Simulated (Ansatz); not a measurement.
Calculated with Ansatz (gas phase, PBE0-D4/def2-TZVP geometries, no zero-point term in ΔE). CBS: MP2 limit from def2 TZ/QZ plus the TZ coupled-cluster correction, frozen cores. Functionals use def2-TZVPP. For Br outer-core shells are correlated without core-valence functions, which leaves a few kJ/mol of doubt a bond. Scalar relativity is left out up to krypton. One conformer a species, not always the lowest.

`O[SiH2][SiH3]` + `O[SiH](O)Br` → `O[SiH](Br)O[SiH3]` + `O[SiH3]`  (cleavage of the Si–Si bond)

| species | BLYP-D4 energy (Eh) |
| --- | --- |
| `O[SiH2][SiH3]` | -657.88323 |
| `O[SiH](O)Br` | -3016.14499 |
| `O[SiH](Br)O[SiH3]` | -3306.88529 |
| `O[SiH3]` | -367.18220 |

Task: Work out ΔE.

Result: ΔE = (-3306.88529) + (-367.18220) − (-657.88323) − (-3016.14499) = -0.03927 Eh = -24.6 kcal/mol. CCSD(T)/CBS gives -26.6 kcal/mol.

Task: What do rigid-rotor, harmonic-oscillator terms from PBE0-D4/def2-TZVP frequencies (298.15 K, 1 bar) make of the CCSD(T)/CBS value? (Best estimate.)

Result: Ansatz gave: ΔZPE = -0.6 kcal/mol, ΔH = -27.2 kcal/mol, ΔS = 8 J/(mol·K), ΔG = -27.8 kcal/mol. Modes under 50 cm⁻¹ make the entropy rough.

Largest T1 diagnostic among the species: 0.012.

From BLYP to BHLYP (50 % exact exchange), in def2-TZVPP and without D4, ΔE moves by −5.0 kcal/mol. In def2-TZVPP, CCSD(T) changes the Hartree–Fock value by +5.9 kcal/mol (the triples alone add +0.8 kcal/mol) and MP2 by +3.9 kcal/mol.
